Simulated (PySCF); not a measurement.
These compounds are isomers of formula C6H6N4.

A. SMILES C=Cc1nn(C)nc1C#N
B. SMILES c1(C#N)c(C)nnc(C)n1
C. `N#Cc1cnn(C2CC2)n1`
D. SMILES n1nc(C)c(C)c(C#N)n1

Spectrum 1. 1H NMR (500 MHz, computed): δ 2.89 (s, 3H), 2.57 (s, 3H). 13C{1H} NMR (computed): δ 162.6 (C), 141.5 (C), 139.3 (C), 120.3 (C), 23.0 (CH3), 16.8 (CH3).

Spectrum 2. 1H NMR (500 MHz, computed): δ 7.12 (m, 1H), 6.92 (m, 1H), 5.98 (m, 1H), 4.30 (s, 3H). 13C{1H} NMR (computed): δ 158.6 (C), 130.3 (CH), 128.6 (CH2), 125.4 (C), 117.0 (C), 42.2 (CH3).

Spectrum 3. 1H NMR (500 MHz, computed): δ 3.20 (s, 3H), 3.12 (s, 3H). 13C{1H} NMR (computed): δ 171.1 (C), 164.4 (C), 138.5 (C), 120.3 (C), 26.4 (CH3), 22.7 (CH3).

Spectrum 4. 1H NMR (500 MHz, computed): δ 7.89 (s, 1H), 4.16 (m, 1H), 1.53 (m, 2H), 1.15 (m, 2H). 13C{1H} NMR (computed): δ 145.3 (CH), 126.3 (C), 117.3 (C), 36.7 (CH), 12.6 (CH2).

[PySCF 2.14.0 with density-fitted response routines: GFN2-xTB structure; shielding tensors at PBE0/pcSseg-1 (GIAO); one computed conformer; equivalent nuclei averaged; non-relativistic Hamiltonian; no solvent model]

Chemical shifts δ = σref − σ; TMS for 1H, 13C, all at this level. Where no couplings were computed, multiplicities follow the n + 1 count of equivalent neighbours, and m marks all less simple cases (inequivalent or close neighbours, rings, F or P nearby). Shifts are as computed. Against solution values, carbons near 30 ppm lie about +3 ppm off and those near 130 ppm about +5 ppm. Of 1211 compounds with measured shifts, 218 miss one by over three times the rms of a fit or turn the order of signals round; such compounds aren't used in these exercises.

Which spectrum belongs to which compound?

Results:

1–D, 2–A, 3–B, 4–C.

- Spectrum 1 (D): 6 13C signals; δC 120.3 is a nitrile carbon; δC 23.0 is a methyl carbon on an aromatic ring.
- Spectrum 2 (A): 6 13C signals; δC 130.3 is an alkene CH; δC 128.6 is a terminal =CH2 carbon.
- Spectrum 3 (B): 6 13C signals; δC 120.3 is a nitrile carbon; δC 26.4 is a methyl carbon on an aromatic ring.
- Spectrum 4 (C): 5 13C signals; δC 145.3 is an aromatic CH next to a ring nitrogen; δC 117.3 is a nitrile carbon.
